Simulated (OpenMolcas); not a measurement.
**Tc4+: effect of the active space**

* Program: OpenMolcas
* Method: XMS-CASPT2, IPEA 0.25 Eh, imaginary shift 0.1 Eh
* Basis: ANO-RCC-VTZP
* Scalar Hamiltonian: DKH2, point nucleus
* Spin-orbit coupling: RASSI with atomic mean-field integrals over the reference wave functions, term energies averaged over their components

A. 3 electrons in 5 orbitals (4d); 2S+1 = 4 even, 10 roots; 2S+1 = 2 even, 40 roots; closed shells correlated: 4s 4p; CASPT2 step about 8 core-seconds
B. 3 electrons in 10 orbitals (4d 5d); 2S+1 = 4 even, 10 roots; 2S+1 = 2 even, 40 roots; closed shells correlated: 4s 4p; CASPT2 step roughly 6 core-minutes

Energies in cm-1 above 4d3 4F 3/2.

```
        Level      A      B
   4d3 4F 3/2    0.0    0.0
   4d3 4F 5/2   1060   1060
   4d3 4F 7/2   2380   2380
   4d3 4F 9/2   3840   3860
   4d3 4P 3/2  12040  12230
   4d3 4P 1/2  12050  12210
   4d3 4P 5/2  13710  13910
   4d3 2G 7/2  14320  14560
   4d3 2G 9/2  15220  15440
   4d3 2P 1/2  17630  17870
   4d3 2H 9/2  19770  19890
  4d3 2H 11/2  20150  20270
4d3 2D 5/2(1)  20810  21290
   4d3 2F 7/2  30050  30160
   4d3 2F 5/2  30450  30560
4d3 2D 5/2(2)  46390  46610
4d3 2D 3/2(2)  46850  47010
```

Between A and B the level of the table that moves most is 4d3 2D 5/2(1), by 480 cm-1 (lowest in A, highest in B). Moves below CASPT2's spread within the term are not significant.

CASPT2 breaks the degeneracy within a term, and the mean is taken; among the terms shown or strongly mixed into the levels shown the widest spread is 2200 cm-1 (4d3 4F, A). The CASPT2 spread within a term exceeds the gap to the next term for 4d3 2H and 4d3 2D(1), so the order of their levels is uncertain (holds for A). Active for correlation alone: 5d; no level in the range computed is led by a configuration that fills it, so any true level of that kind is missing (holds for B). Only configurations of the active space appear. The table leaves out levels that lie high or whose names do not pair safely across all columns.

A number in round brackets counts repeated terms of one configuration in the order of the reference energies.
